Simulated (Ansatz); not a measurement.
Gas-phase electronic energies from Ansatz, PBE0-D4/def2-TZVP geometries. CCSD(T)/CBS adds triple-zeta CCSD(T) − MP2 to the extrapolated MP2 energy (def2 sets, frozen cores). This one scheme is used for every species. DFT in def2-TZVPP. One conformer a species, not always the lowest.

Reaction (ligand exchange at the Si–N bond): `CN([SiH2]O)[SiH2]F` + `C=C[SiH2]O` → `C=C[SiH2]O[SiH2]F` + `CN[SiH2]O`

`CN([SiH2]O)[SiH2]F`:

Z-matrix (Å, degrees):
```
C
N 1 1.467
H 1 1.094 2 112.0
H 1 1.093 2 110.6 3 -120.7
H 1 1.094 2 110.5 3 120.4
Si 2 1.728 1 116.6 3 -79.9
Si 2 1.707 1 118.3 3 93.5
O 6 1.644 2 113.7 1 62.5
H 6 1.480 2 109.1 1 -52.4
H 6 1.484 2 106.1 1 -174.4
F 7 1.605 2 112.1 1 -75.7
H 7 1.481 2 109.2 1 40.8
H 7 1.477 2 109.4 1 165.9
H 8 0.959 6 117.7 2 65.6
```

`C=C[SiH2]O`:

Cartesian coordinates in Å:
```
C -0.158 0.400 1.583
C 0.124 -0.608 0.761
Si -0.010 -0.469 -1.086
O -0.341 1.078 -1.550
H -0.495 1.362 1.205
H -0.073 0.312 2.662
H 0.452 -1.552 1.196
H 1.264 -0.950 -1.694
H -1.130 -1.293 -1.602
H 0.366 1.720 -1.477
```

`C=C[SiH2]O[SiH2]F`:

```xyz
13

C    -2.238   -0.052   -0.625
C    -1.759   -0.832    0.339
Si   -0.019   -0.719    0.958
O     0.753    0.456    0.108
Si    2.126    0.988   -0.555
F     3.084    1.563    0.582
H    -3.263   -0.129   -0.977
H    -1.620    0.702   -1.103
H    -2.422   -1.571    0.788
H     0.008   -0.372    2.403
H     0.694   -2.012    0.772
H     2.852   -0.120   -1.215
H     1.806    2.099   -1.474
```

`CN[SiH2]O`:

Z-matrix (Å, degrees):
```
C
N 1 1.446
H 1 1.097 2 113.4
H 1 1.093 2 109.4 3 -120.0
H 1 1.094 2 111.4 3 121.9
Si 2 1.705 1 125.5 3 97.3
H 2 1.008 1 113.7 3 -65.2
O 6 1.652 2 118.0 1 -83.0
H 6 1.489 2 105.4 1 38.4
H 6 1.479 2 107.7 1 160.6
H 8 0.958 6 117.8 2 73.7
```

```tsv
species	LDA (SPW92) energy (Eh)
`CN([SiH2]O)[SiH2]F`	-847.67581
`C=C[SiH2]O`	-442.16897
`C=C[SiH2]O[SiH2]F`	-830.48040
`CN[SiH2]O`	-459.38081
```

(1) Work out ΔE.

Largest T1 diagnostic among the species: 0.012.

Answers

(1) ΔE = (-830.48040) + (-459.38081) − (-847.67581) − (-442.16897) = -0.01643 Eh = -43.1 kJ/mol. CCSD(T)/CBS gives -51.5 kJ/mol.

Leaving LDA and LC-ωPBE aside and taking each functional with its dispersion term where it has one, the values, not all of them listed here, spread over 17.9 kJ/mol, from BHLYP-D4 to revPBE-D4. LDA lies +5.0 kJ/mol from PBE without D4. In def2-TZVPP, CCSD(T) changes the Hartree–Fock value by +22.5 kJ/mol (the triples alone add +3.8 kJ/mol) and MP2 by +24.0 kJ/mol. From BLYP to BHLYP (50 % exact exchange), in def2-TZVPP and without D4, ΔE moves by −5.4 kJ/mol.
